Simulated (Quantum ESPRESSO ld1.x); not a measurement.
Results of a calculation; reference values are marked as such.
Q: These are the eigenvalues of the occupied orbitals of an atom or ion with whole-number occupations (hartree). Code: ld1.x of Quantum ESPRESSO 7.5. Model: Dirac Kohn-Sham, PBE, spin-unpolarised, spherical densities, point nucleus.

orbital  eigenvalue
1s1/2    -3348.2113
2s1/2     -689.9950
2p1/2     -667.6322
2p3/2     -586.6715
3s1/2     -244.7056
3p1/2     -234.9263
3p3/2     -215.9560
3d3/2     -200.4596
3d5/2     -196.3439

Which element is it, and in what charge state? The configuration may be excited. Open shells, if any, fill j = l - 1/2 first.

A: Z = 82, lead, charge +54: Pb54+ in [Ar] 3d10. The list shows which subshells hold electrons but not how many an open one holds; the 1s level, -3348.2 hartree, gives Z - s = 81.8 by -(Z - s)^2/2, which with screening and relativity narrows Z to a few neighbours, and the depths of the outer levels then fix element, charge and occupations together.
